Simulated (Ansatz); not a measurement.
Input for Ansatz (a program for electronic structure): U-MP2/aug-cc-pVTZ on AsH2 (SMILES [AsH2]), 2S+1 = 2, atoms moved off the minimum. The run froze 14 orbitals, filled d shells among them.

Ansatz 0.2 input:
```yaml
crystal:
  periodic: [false, false, false]
  atoms:
    - {symbol: As, position_ang: [0.16504562, -0.01832746, -0.04430203]}
    - {symbol: H, position_ang: [-1.19157579, -0.88757210, -0.15011429]}
    - {symbol: H, position_ang: [1.05991142, -1.13930451, 0.05467909]}
basis:
  gaussian:
    orbitals: aug-cc-pVTZ
magnetization: {spin_polarized: true, initial_magnetization: 1}
correlation: {method: mp2, electrons: outside_noble_gas}
scf: {omitted_lower_state_checks: [cluster_reference]}
output: {forces: true}
```

Program output:

```
WARN ansatz: RAYON_NUM_THREADS=1 ignored (pool sized by the plan → 1); use --threads N
Functional definition: HF
these checks for a lower state are left out or cut short: cluster_reference
integrals: 0.07 GiB planned
620 factors; integrals over basis functions are off by at most 1.2e-3 eV
mean field: 0.26 GiB planned
mean field evaluation 1: about -60827.3066 eV, gradient 6.0e0 eV
mean field evaluation 2: about -60827.3074 eV, gradient 6.0e0 eV
mean field evaluation 4: about -60827.7754 eV, gradient 5.1e-1 eV
mean field evaluation 8: about -60827.7810 eV, gradient 1.3e-3 eV
mean field -60827.78103538 eV, -2235.3797224993 hartree, gradient 3.5e-6 eV, S^2 0.766222; 0 other end points of the search recorded, 0 dependent functions left out
14 core orbitals not correlated
reference -60827.78103538 eV, -2235.3797224993 hartree; 4, 3 occupied and 87, 88 virtual orbitals, 620 factors
densities: 0.25 GiB planned
second order -3.48192536 eV of doubles, -0.00000000 eV of singles
the calculation of the forces begins
Total energy: -60831.26296073 eV, -2235.5076808960 hartree
Atom 0 at     0.165046    -0.018327    -0.044302 Å, force    -2.299025     0.996289    -0.221850 eV/Å
Atom 1 at    -1.191576    -0.887572    -0.150114 Å, force     1.371931     0.595273     0.111894 eV/Å
Atom 2 at     1.059911    -1.139305     0.054679 Å, force     0.927093    -1.591562     0.109956 eV/Å
Dipole moment:     0.028130    -0.079807     0.003879 e Å
Checks for a lower state left out: cluster_reference
```

The calculation finished and met its thresholds.

Cost: roughly 3 core-seconds.
